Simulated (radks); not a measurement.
Task: Spin polarisation of the 2p2 shell in N+. Start: [He] 2s2 2p(up 1, down 1); electrons of 2p are moved from spin down to spin up, other shells keep equal spins. Method: scalar-relativistic Kohn-Sham, PBE, spin-polarised, spherical densities, finite nucleus; Fermi nuclear charge, rms radius of each element as measured or else 0.836 A^(1/3) + 0.57 fm; computed with a radial shooting solver on a logarithmic mesh with Libxc functionals. Estimate the energy gained and the exchange splitting at a moment of 2 Bohr magnetons.

Result: At moment 2 the spin-polarisation energy is -1.810 eV and the 2p exchange splitting 3.647 eV, that is 1.824 eV per Bohr magneton; E = -I m^2/4 would give I = 1.810 eV.
